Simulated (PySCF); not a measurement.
**Bi⁺ (bismuth, charge +1) across methods**

[Xe] 4f14 5d10 6s1 6p2 7s1, high-spin 5P determinant (an excited configuration). All numbers are calculated (PySCF 2.14, scalar relativity by spin-free X2C-1e, in aug-cc-pwCVTZ-DK3 (11s10p8d5f1g, 125 functions)).

```json
{"method": "LDA", "E (hartree)": "-21519.47", "mean ε 6s α (eV)": "-27.178", "mean ε 6p α (eV)": "-15.677", "mean ε 7s α (eV)": "-6.920", "Σ⟨r²⟩ (bohr²)": "80.23", "⟨S²⟩": "6.001"}
{"method": "UHF", "E (hartree)": "-21526.26802", "mean ε 6s α (eV)": "-33.170", "mean ε 6p α (eV)": "-19.745", "mean ε 7s α (eV)": "-8.085", "Σ⟨r²⟩ (bohr²)": "83.44", "⟨S²⟩": "6.005"}
{"method": "PBE", "E (hartree)": "-21532.52", "mean ε 6s α (eV)": "-26.901", "mean ε 6p α (eV)": "-15.535", "mean ε 7s α (eV)": "-6.789", "Σ⟨r²⟩ (bohr²)": "80.55", "⟨S²⟩": "6.002"}
{"method": "PBE0", "E (hartree)": "-21532.20", "mean ε 6s α (eV)": "-28.689", "mean ε 6p α (eV)": "-16.733", "mean ε 7s α (eV)": "-7.194", "Σ⟨r²⟩ (bohr²)": "81.02", "⟨S²⟩": "6.002"}
```

**Question.** Estimate the same row for r2SCAN.

**Answer.** E (hartree) = -21532.42; mean ε 6s α (eV) = -27.682; mean ε 6p α (eV) = -16.039; mean ε 7s α (eV) = -6.765; Σ⟨r²⟩ (bohr²) = 81.20; ⟨S²⟩ = 6.004.

Spin-orbit coupling is strong in this species (close to jj coupling), so the high-spin LS determinant is a model state, not a physical level. The outer electron is Rydberg-like, and this basis confines it to a smaller radius and binds it less than a complete one would.
